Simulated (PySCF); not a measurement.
The first ionisation energy along the 4d series

Calculated with PySCF 2.14 from differences of total energies of unrestricted determinants, without spin-orbit coupling. Values in eV. The last column holds reference values (NIST; (s) semi-empirical, (t) theoretical, else measured). Unmarked ones compare directly (S terms, centres of terms, or small fine structure); those marked * lie between the lowest fine-structure levels and include a spin-orbit shift.

```tsv
element	configurations	UHF	LDA	PBE	PBE0	r2SCAN	SCS-MP2 (valence)	reference
Zr (aug-cc-pVTZ-PP with one added diffuse shell each of s, p, d, f, g type with ECP28MDF, ECP)	[Kr] 4d2 5s2 → [Kr] 4d2 5s1	5.183	6.721	6.423	6.281	6.129	6.308	6.639
Nb (aug-cc-pVTZ-PP with one added diffuse shell each of s, p, d, f, g type with ECP28MDF, ECP)	[Kr] 4d4 5s1 → [Kr] 4d4	5.985	7.467	7.197	6.927	n/a	6.142	6.776
Mo (aug-cc-pVTZ-PP with one added diffuse shell each of s, p, d, f, g type with ECP28MDF, ECP)	[Kr] 4d5 5s1 → [Kr] 4d5	6.243	7.785	7.521	7.244	7.567	6.434	7.092
Tc (aug-cc-pVTZ-PP with one added diffuse shell each of s, p, d, f, g type with ECP28MDF, ECP)	[Kr] 4d5 5s2 → [Kr] 4d5 5s1	5.535	7.317	6.885	6.715	6.562	7.031	7.119
Ru (aug-cc-pVTZ-PP with one added diffuse shell each of s, p, d, f, g type with ECP28MDF, ECP)	[Kr] 4d7 5s1 → [Kr] 4d7	6.292	8.118	7.828	7.518	7.766	6.913	7.365
Rh (aug-cc-pVTZ-PP with one added diffuse shell each of s, p, d, f, g type with ECP28MDF, ECP)	[Kr] 4d8 5s1 → [Kr] 4d8	6.313	8.217	7.913	7.593	7.819	7.078	7.479
Pd (aug-cc-pVTZ-PP with one added diffuse shell each of s, p, d, f, g type with ECP28MDF, ECP)	[Kr] 4d10 → [Kr] 4d9	6.236	9.235	8.784	8.385	8.420	8.453	8.512
Ag (aug-cc-pVTZ-PP with one added diffuse shell each of s, p, d, f, g type with ECP28MDF, ECP)	[Kr] 4d10 5s1 → [Kr] 4d10	6.365	8.369	8.041	7.705	7.906	7.333	7.576
Cd (aug-cc-pVTZ-PP with one added diffuse shell each of s, p, d, f, g type with ECP28MDF, ECP)	[Kr] 4d10 5s2 → [Kr] 4d10 5s1	7.343	9.495	9.115	8.819	8.949	8.895	8.994
```

```csv
method,elements,mean error (eV),mean absolute error (eV),largest error (eV)
UHF,9,-1.340,1.340,-2.276
LDA,9,0.575,0.575,0.793
PBE,9,0.240,0.340,0.465
PBE0,9,-0.041,0.196,-0.405
r2SCAN,8,0.043,0.344,-0.558
SCS-MP2 (valence),9,-0.330,0.330,-0.658
```

Errors include the incompleteness of the basis and the frozen core.

"Valence" correlates the outer s and p shells and, in groups 3 to 12 and the f block, the outer d or f shell, open or full, or the next shell where the ion has no valence electron left; the wider scheme adds the next inner shell.
